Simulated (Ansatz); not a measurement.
Compare A (`C[SiH]1CCC1`) with its isomer B (`C1CC[SiH2]C1`).

Calculated with Ansatz (gas phase, PBE0-D4/def2-TZVP geometries, no zero-point term in ΔE). CCSD(T)/CBS adds triple-zeta CCSD(T) − MP2 to the extrapolated MP2 energy (def2 sets, frozen cores). Functionals use def2-TZVPP. B3LYP here is the variant with VWN-RPA as its local correlation; programs differ in this.

Which isomer does CCSD(T)/CBS put lower? Give the gap. (Best estimate.)

Computed: B, by 28.9 kJ/mol.

Give E(B) − E(A) in kJ/mol with r2SCAN-D4, ωB97M-V, PBE-D4, PBE0-D4, B3LYP, CCSD/def2-TZVPP, HF/def2-TZVPP. (Estimate.)

Computed: r2SCAN-D4 -25.0, ωB97M-V -25.6, PBE-D4 -24.3, PBE0-D4 -27.5, B3LYP -23.9, CCSD/def2-TZVPP -30.2, HF/def2-TZVPP -32.5. None reverses the order clearly.

Largest T1 diagnostic: 0.010.

From PBE to PBE0 (25 % exact exchange), in def2-TZVPP and without D4, E(B) − E(A) moves by −3.7 kJ/mol. The D4 term adds −4.0 kJ/mol with B3LYP and −1.9 kJ/mol with PBE0; it sums over pairs of atoms, weighted by their polarisabilities, and B3LYP, whose exchange is more repulsive, gets the larger term.
